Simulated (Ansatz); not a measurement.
Calculated with Ansatz (gas phase, PBE0-D4/def2-TZVP geometries, no zero-point term in ΔE). CBS: MP2 limit from def2 TZ/QZ plus the TZ coupled-cluster correction, frozen cores. This one scheme is used for every species. One conformer a species, not always the lowest.

Consider the isomerisation: `C=CN[SiH3]` → `CC[Si]N`.

```tsv
species	CCSD(T)/CBS(def2) energy (Eh)
`C=CN[SiH3]`	-424.08767
`CC[Si]N`	-424.09714
```

Work out ΔE.

ΔE = (-424.09714) − (-424.08767) = -0.00947 Eh = -24.9 kJ/mol.

What do rigid-rotor, harmonic-oscillator terms from PBE0-D4/def2-TZVP frequencies (298.15 K, 1 bar) make of the CCSD(T)/CBS value? (Best estimate.)

Ansatz gave: ΔZPE = +19.8 kJ/mol, ΔH = -5.4 kJ/mol, ΔS = -5 J/(mol·K), ΔG = -3.9 kJ/mol.

Largest T1 diagnostic among the species: 0.013.

From BLYP to BHLYP (50 % exact exchange), in def2-TZVPP and without D4, ΔE moves by +4.0 kJ/mol. Leaving LDA and LC-ωPBE aside and taking each functional with its dispersion term where it has one, the values, not all of them listed here, spread over 19.0 kJ/mol, from ωB97M-V to BHLYP-D4. LDA lies −6.1 kJ/mol from PBE without D4.
